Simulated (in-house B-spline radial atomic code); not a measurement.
RPBE excitations of Al IV (Al3+)

Method: RPBE. Computed with an all-electron radial atomic-structure program (B-spline basis): linear response of the closed shell [He] 2s2 2p6 with the functional's adiabatic kernel; scalar-relativistic (spin-free one-electron X2C), finite nucleus, no spin-orbit coupling, no double excitations, S, P, D and F terms only. Only terms of natural parity with L up to 3 were computed.

Command:
```bash
python run_td.py task.json out
```
Settings (radii: box in bohr, nucleus in fm):
```
Z                        13
electrons                10
configuration            [He] 2s2 2p6
hamiltonian              x2c
method                   rpbe,pbe
box_radius               23.08
rms_radius               3.061
intervals                74
```

Run time, properties included: 0.4 s on 1 thread of Arm Neoverse N1, with other jobs on the host.

The lowest states, in the order of their Tamm-Dancoff energies; the method's threshold (minus the highest occupied level) is 104.06 eV. Labels give the largest channel, * marks a mixed state, and oscillator strengths are full-response dipole values. Semilocal kernels can invert the small singlet-triplet splittings of Rydberg terms. Energies in eV:

```csv
state,full response,Tamm-Dancoff,oscillator strength
2p → 3s 3P,70.64,70.65,-
2p → 3s 1P,71.42,71.44,0.195
2p → 3p 3S,77.46,77.49,-
2p → 3p 3D,?,?,-
2p → 3p 1D,78.62,78.62,-
2p → 3p 1S,?,?,-
2p → 3d 3P,87.24,87.25,-
2p → 3d 3F,87.35,87.35,-
2p → 3d 1F,87.53,87.53,-
2p → 3d 1P,88.19,88.23,0.548
```

Question: Where does 2p → 3p 3D lie?

Answer: At 78.06 eV in full response, 78.08 eV in Tamm-Dancoff.

Question: Where does 2p → 3p 1S lie?

Answer: At 81.77 eV in full response, 82.10 eV in Tamm-Dancoff.

Question: How large is the singlet-triplet splitting of 2p → 3s (P terms) in Tamm-Dancoff?

Answer: 0.79 eV, from the unrounded values.

Question: What polarisabilities and dispersion coefficient does the method give?

Answer: Dipole 0.283 bohr³, quadrupole 0.2438 bohr⁵, C6 0.2646 hartree·bohr⁶ for two such species.
